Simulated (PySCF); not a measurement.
Gas-phase reaction: 2 SnHCl + Cl₂ ⇌ SnCl₂ + SnH₂Cl₂

Method: PySCF energies plus ideal-gas RRHO corrections (1 bar). † marks an energy on the PBE0/def2-TZVP geometry and frequencies; other levels use their own. MP2 and CCSD(T) freeze the core. All species are closed-shell singlets. B3LYP is the form with VWN-RPA correlation. Sn: scalar-relativistic def2 core potential, no spin-orbit coupling. SnHCl, SnH₂Cl₂: computed as isolated molecules; such fragments, hydroxides, amides, oligomers or adducts are transient or little studied in the gas. MP2 isn't extrapolated to the basis-set limit; its ΔH°(298 K) is -471.8 kJ in def2-SVP and -454.8 kJ in def2-TZVPP. CCSD(T) isn't extrapolated to the basis-set limit; its ΔH°(298 K) is -437.3 kJ in def2-SVP and -433.0 kJ in def2-TZVPP. The harmonic model lacks anharmonicity and excited electronic states, which grow with temperature; levels with a mode under 35 cm⁻¹ are left out. Soft modes under 120 cm⁻¹ make the harmonic entropy rough for SnCl₂, SnH₂Cl₂.

```
level                ΔE electronic, kJ  ΔH°(298 K), kJ  ΔS°(298 K), J/K  ΔG°(600 K), kJ
-------------------  -----------------  --------------  ---------------  --------------
B3LYP/def2-TZVP†                  -408            -399             -150            -310
CCSD(T)/def2-TZVPP†               -443            -433             -150            -344
HF/def2-TZVP†                     -449            -439             -150            -350
MP2/def2-SVP†                     -481            -472             -150            -383
PBE0/def2-QZVP†                   -436            -426             -150            -337
PBE0/def2-TZVP                    -436            -427             -150            -338
r2SCAN/def2-TZVP†                 -453            -444             -150            -355
LDA/def2-TZVP†                    -447            -438             -150            -348
ωB97M-V/def2-TZVP†                -440            -431             -150            -341
```
ΔH° is lowest at MP2/def2-SVP† and highest at B3LYP/def2-TZVP†. No reference value is set beside these.
